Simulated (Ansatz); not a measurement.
One change: `[CH3][GeH]([F])[GeH3]` becomes `[OH][GeH]([F])[GeH3]`.

Ansatz, PBE0-D4/def2-TZVP geometries, multiplicity 1. Each molecule was computed in one conformer, which needn't be the lowest.

Scalar relativity is left out up to krypton.

| property | `[CH3][GeH]([F])[GeH3]` |
| --- | --- |
| size of the dipole moment (PBE/def2-TZVPP) / D | 2.20 |
| HOMO–LUMO gap (PBE0/def2-TZVPP) / eV | 7.93 |
| HOMO energy (ωB97M-V/def2-TZVPP) / eV | -10.09 |
| size of the dipole moment (B3LYP/def2-TZVPP) / D | 2.32 |
| LUMO energy (PBE/def2-TZVPP) / eV | -0.96 |
| HOMO–LUMO gap (PBE/def2-TZVPP) / eV | 5.92 |

Task: Give the same properties after the change, and the shifts. (Best estimate.)

Result: The calculation gave: 
```json
{"property": "size of the dipole moment (PBE/def2-TZVPP) / D", "`[OH][GeH]([F])[GeH3]`": "1.67", "shift": "-0.53"}
{"property": "HOMO–LUMO gap (PBE0/def2-TZVPP) / eV", "`[OH][GeH]([F])[GeH3]`": "8.38", "shift": "0.45"}
{"property": "HOMO energy (ωB97M-V/def2-TZVPP) / eV", "`[OH][GeH]([F])[GeH3]`": "-10.55", "shift": "-0.46"}
{"property": "size of the dipole moment (B3LYP/def2-TZVPP) / D", "`[OH][GeH]([F])[GeH3]`": "1.81", "shift": "-0.51"}
{"property": "LUMO energy (PBE/def2-TZVPP) / eV", "`[OH][GeH]([F])[GeH3]`": "-0.91", "shift": "0.05"}
{"property": "HOMO–LUMO gap (PBE/def2-TZVPP) / eV", "`[OH][GeH]([F])[GeH3]`": "6.28", "shift": "0.36"}
```

Dipoles are sizes alone; their direction can turn.

B3LYP here is the variant with VWN-RPA as its local correlation; programs differ in this.
